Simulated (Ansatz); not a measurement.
Geometry optimisation, RKS B3LYP-D4/def2-TZVP in Ansatz.

Input file:

```yaml
crystal:
  periodic: [false, false, false]
  atoms:
    - { symbol: B, position_ang: [-0.48734, -0.14326, -1.2839] }
    - { symbol: C, position_ang: [-0.70667, -0.53924, 0.01668] }
    - { symbol: As, position_ang: [0.78706, -0.15441, 1.25115] }
    - { symbol: H, position_ang: [-0.17644, 0.22651, -2.32494] }
    - { symbol: H, position_ang: [-1.5045, -1.06634, 0.51609] }
    - { symbol: H, position_ang: [0.36753, 1.25973, 1.60269] }
    - { symbol: H, position_ang: [1.72035, 0.417, 0.22222] }
basis:
  gaussian: { orbitals: def2-TZVP }
hamiltonian:
  xc: b3lyp
  dispersion: d4
relax:
  f_tol: 0.015
  max_steps: 40
```

Launched with:

```bash
$ ansatz run input.yaml --threads 2 --pin off --max-ram 3072MiB --backend cpu --events-out ev --progress --plain --runs-dir out
```

Problem. Where does it end, and by what steps?

Solution. It converged. After 10 steps the energy has fallen by 0.058 eV; H4 moved furthest, 0.18 Å.

| step | energy less start (eV) | largest force component (eV/Å) | accepted |
| --- | --- | --- | --- |
| 0 | 0.0000 | 1.278 | yes |
| 1 | -0.0373 | 0.328 | yes |
| 2 | -0.0481 | 0.136 | yes |
| 3 | -0.0539 | 0.096 | yes |
| 4 | -0.0566 | 0.150 | yes |
| 5 | -0.0571 | 0.078 | yes |
| 6 | -0.0527 | 0.389 | no |
| 7 | -0.0579 | 0.027 | yes |
| 8 | -0.0579 | 0.023 | yes |
| 9 | -0.0579 | 0.017 | yes |
| 10 | -0.0581 | 0.006 | yes |

```xyz
7
Properties=species:S:1:pos:R:3
B -0.450 -0.115 -1.193
C -0.768 -0.602 0.038
As 0.743 -0.100 1.221
H -0.091 0.337 -2.211
H -1.536 -1.192 0.504
H 0.379 1.360 1.520
H 1.723 0.312 0.121
```

Run time: 27 s on 2 threads of Intel(R) Xeon(R) Platinum 8488C (Sapphire Rapids), on a shared host, peak memory 0.29 GiB.
